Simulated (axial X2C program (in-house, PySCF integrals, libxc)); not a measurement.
**Spin–orbit effects down a group: molecules with Rb (ions), CCSD**

All values come from calculations with an axial X2C code built on PySCF integrals, spin-free (one-electron X2C) or two-component (2c: spin–orbit coupling with atomic mean-field Coulomb and Gaunt terms, which also bring small scalar terms), in Dyall basis sets with cores contracted in-house; open shells are unrestricted.

Basis sets: H dyall-v3z, Li dyall-cv3z, Na dyall-cv3z, Rb dyall-cv3z. Frozen shells (counts by l): RbH⁺ Rb 3s2p1d, H none, 9 electrons correlated; LiRb⁺ Rb 3s2p1d, Li 1s, 9 electrons correlated; NaRb⁺ Rb 3s2p1d, Na 2s1p, 9 electrons correlated. Coupled cluster in natural virtuals with an MP2 remainder. Where the outer core of a metal is frozen, bonds come out longer and ionisation energies lower.

```tsv
molecule	spin-free state	Re (Å)	ωe (cm⁻¹)	De (eV)	2c state	Re 2c (Å)	ωe 2c (cm⁻¹)	De 2c (eV)
RbH⁺	M_S = 1/2, Λ = 0	3.256	196.3	0.03	Ω = 1/2	3.256	196.3	0.03
LiRb⁺	M_S = 1/2, Λ = 0	4.068	137.0	0.49	Ω = 1/2	4.068	137.1	0.49
NaRb⁺	M_S = 1/2, Λ = 0	4.311	76.6	0.50	Ω = 1/2	4.311	76.6	0.50
```

Q: Work out the shifts from the spin-free to the two-component result.

A: 

```
molecule  2c state  ΔRe (Å)  Δωe (cm⁻¹)  ΔDe (eV)
    RbH⁺   Ω = 1/2    0.000         0.0      0.00
   LiRb⁺   Ω = 1/2    0.000       noise      0.00
   NaRb⁺   Ω = 1/2    0.000         0.0      0.00
```

Shifts of one unit in the last digit are rounding. Where the truncated virtual spaces of the two runs make Δωe unreliable it is marked noise.

Fragments in 2c: Rb+ + H, Rb+ + Li, Rb+ + Na. Each entry is the lowest single determinant of a limited PBE0 search at one distance. De goes to single-determinant-based atoms at the same level (for ions the charge split of lowest energy) and is withheld (n/a) where an atom does not fit its ground term or J level. Main or longest-lived isotopes.
